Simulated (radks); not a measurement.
Values are calculated unless marked as measured or tabulated.
Mean orbital radii <r> (bohr) of the selenium ion Se+, [Ar] 3d10 4s2 4p3, at several levels of relativity; Dirac values are averaged over j with weights 2j + 1. Spin-unpolarised spherical Kohn-Sham, PBE, point nucleus unless stated (finite: rms radius 4.14 fm), a radial shooting solver on a logarithmic mesh with Libxc functionals. A level marked "c x" has the speed of light scaled by that factor and shares open shells by 2j + 1; other Dirac levels either fill j = l - 1/2 first or share by 2j + 1.

\begin{tabular}{lrrrrr}
shell & non-rel. & scalar-rel., finite nucleus & Dirac, 2j+1 shares & Dirac, 2j+1 shares, finite nucleus & change of magnitude, last against first (%) \\ \hline
1s & 0.04499 & 0.04408 & 0.04408 & 0.04408 & -2.03 \\
2s & 0.2000 & 0.1959 & 0.1957 & 0.1957 & -2.16 \\
2p & 0.1728 & 0.1711 & 0.1710 & 0.1710 & -1.02 \\
3s & 0.5850 & 0.5740 & 0.5739 & 0.5739 & -1.90 \\
3p & 0.5942 & 0.5895 & 0.5894 & 0.5894 & -0.81 \\
3d & 0.6272 & 0.6299 & 0.6300 & 0.6300 & +0.44 \\
4s & 1.774 & 1.745 & 1.745 & 1.745 & -1.65 \\
4p & 2.127 & 2.120 & 2.120 & 2.120 & -0.32 \\
\end{tabular}
